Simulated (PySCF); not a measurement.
## How the functional moves excitation energies

C2H2F2Se.
Bonds: F1–C2, C2–F3, C2–C4, C4–Se5 (double). Hydrogens: H6 on C2; H7 on C4.

Linear-response calculations in the def2-SVPD basis (PySCF; singlets by full response, triplets Tamm–Dancoff, core orbitals frozen in the response; HF means time-dependent Hartree–Fock). 'Strongest' is the level of largest summed f among the singlets computed (10 roots, of which the last may lack a degenerate partner); it can jump between rows when another state enters that window. S1 is the lowest singlet of each run and needn't be the same state throughout; f(S1) is that of one state. Isolated species at its PBE0-D3(BJ)/def2-SVP geometry (one conformer only). The LDA/def2-SVPD calculation is non-relativistic and has no spin–orbit coupling, an omission that weighs most on selenium.

| functional | kind | S1 (eV) | f(S1) | strongest (eV) | T1 (eV) | HOMO (eV) | gap (eV) | ionisation energy, ΔSCF (eV) |
| --- | --- | --- | --- | --- | --- | --- | --- | --- |
| LDA | LDA | 1.77 | 0.000 | 5.47 | 1.31 | -5.98 | 1.49 | 9.49 |
| PBE | GGA | 1.82 | 0.000 | 5.45 | 1.31 | -5.84 | 1.58 | 9.23 |
| B3LYP | global hybrid, 20% exact exchange | 1.90 | 0.000 | 5.54 | 1.39 | -6.81 | 3.21 | 9.41 |
| PBE0 | global hybrid, 25% exact exchange | 1.92 | 0.000 | 5.60 | 1.38 | -7.05 | 3.64 | 9.35 |
| BHandHLYP | global hybrid, 50% exact exchange | 2.03 | 0.000 | 5.52 | 1.50 | -8.10 | 5.69 | 9.32 |
| CAM-B3LYP | range-separated hybrid | 1.89 | 0.000 | 5.53 | 1.38 | -8.36 | 6.08 | 9.45 |
| wB97X-D | range-separated hybrid | 1.93 | 0.000 | 5.55 | 1.44 | -8.91 | 7.29 | 9.41 |
| LC-wPBE | range-separated hybrid | 1.88 | 0.000 | 5.54 | 1.34 | -9.74 | 8.53 | 9.44 |
| HF | Hartree–Fock | 2.30 | 0.000 | 5.35 | 1.71 | -9.71 | 9.84 | not settled |

S1 runs from 1.77 eV (LDA) to 2.30 eV (HF), a spread of 0.53 eV, while the orbital gap spreads over 8.4 eV. Along PBE (0%), B3LYP (20%), PBE0 (25%), BHandHLYP (50%), HF (100%) S1 rises with the share of exact exchange. −ε(HOMO) comes closest to its own ΔSCF ionisation energy with LC-wPBE (+0.30 eV) and misses most with LDA (-3.51 eV). 'Not settled' means that the ion's SCF failed to converge or may have ended in another state than the lowest.
